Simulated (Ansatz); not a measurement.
H3O2 (SMILES O[OH2+]) moved off its minimum; all values from Ansatz (a program for electronic structure), cores frozen in correlated methods.
(charge 1, multiplicity 1)
```xyz
5

O      0.78126    -0.22814     0.49231
O     -0.53204     0.23783    -0.36542
H      1.12349    -0.04205    -0.37886
H     -0.83905     0.83289     0.28974
H     -1.07743    -0.46462    -0.38003
```

**Question.** Give the forces (eV/Å), the total energy and the dipole at CCSD(T)/aug-cc-pVTZ.

**Answer.** 
```csv
atom,Fx,Fy,Fz
O1,-2.776,0.402,-1.202
O2,4.686,2.914,0.438
H3,2.709,-0.207,-0.661
H4,-1.096,1.994,1.529
H5,-3.523,-5.104,-0.105
```
Energy -151.6022 hartree.

Doubts at one or more of the structures used: a restricted determinant that unrestricted orbitals would lower (CCSD(T)/aug-cc-pVTZ).
